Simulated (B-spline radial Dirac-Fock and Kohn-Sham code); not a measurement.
Z = 52 (tellurium), transition energy 609 keV. Calculated with a B-spline atomic structure program, using a Dirac-Hartree-Slater potential of the neutral atom with a Latter tail (no hole, which puts coefficients of high multipoles low close above an edge), finite nucleus with surface currents. Subshells that would emit electrons below 1 keV are left out.

Q: A pure transition shows α(K) = 0.0149, L1/L2 = 15.4 and L1/L3 = 52.5. What is its multipolarity?
A. M2
B. M4
C. E2
D. M1
E. E1
F. E4
G. E3
H. M3

A: A. For comparison, α(K), L1/L2, L1/L3 are E1 0.00148, 28.9, 21.2; E2 0.00410, 8.47, 12.1; E3 0.0102, 3.27, 7.02; E4 0.0244, 1.67, 4.37; M1 0.00507, 25.3, 89.1; M3 0.0380, 10.3, 18.7; M4 0.0938, 7.40, 8.48.
